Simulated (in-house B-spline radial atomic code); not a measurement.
**Correlation energy from the adiabatic connection: ω²r²/2, ω = 0.0246**

Two electrons in a singlet, external potential ω²r²/2, ω = 0.0246 (atomic units). Full CI in B-splines (partial waves to l = 8, correlation up to 0.6 % small) with the density held fixed gives W(λ) = <V_ee>_λ − U, and E_c is the integral of W(λ) − W(0) from 0 to 1.

| λ | W(λ) − W(0) (hartree) |
| --- | --- |
| 0 | 0.00000 |
| 0.02 | -0.00211 |
| 0.05 | -0.00489 |
| 0.12 | -0.00994 |
| 0.25 | -0.01596 |
| 0.4 | -0.02005 |
| 0.6 | -0.02333 |
| 0.8 | -0.02541 |
| 1 | -0.02689 |

Question: Integrate the table by the trapezoid rule.

Answer: The strips give -0.00002, -0.00011, -0.00052, -0.00168, -0.00270, -0.00434, -0.00487, -0.00523, which sum to -0.01947 hartree. The direct value, W(1) − W(0) + T_c with T_c = 0.00729, is -0.01959; the curve is convex, so chords lie above it and the trapezoids fall short in size by 0.62 %.

Question: Now use only three numbers: W(0) = -0.093284, the initial slope W'(0) = -0.1106 (extrapolated from the first points) and the strong-coupling limit of the point-charge-plus-continuum model, W∞ = -0.12501. What do second-order theory and the interpolation W(λ) = W∞ + (W(0) − W∞)/√(1 + 2χλ) of Seidl, Perdew and Levy give?

Answer: Second order keeps the slope alone: E_c = W'(0)/2 = -0.05530, +182 % in size against -0.01959. Matching the slope fixes χ = W'(0)/(W∞ − W(0)) = -0.1106/(-0.03173) = 3.48610. Integrating, with s = √(1 + 2χ) = 2.823508, E_c = −(W(0) − W∞)(s − 1)/(s + 1) = −0.03173 × 1.823508/3.823508 = -0.01513 hartree, -22.8 % in size against the full result. At λ = 1 the formula gives W − W(0) = -0.02049 against -0.02689. Part of the miss can come from the model's W∞, which here lies above the computed W at λ = 4.5, -0.12726. The slope is uncertain by some per cent for so bent a curve.
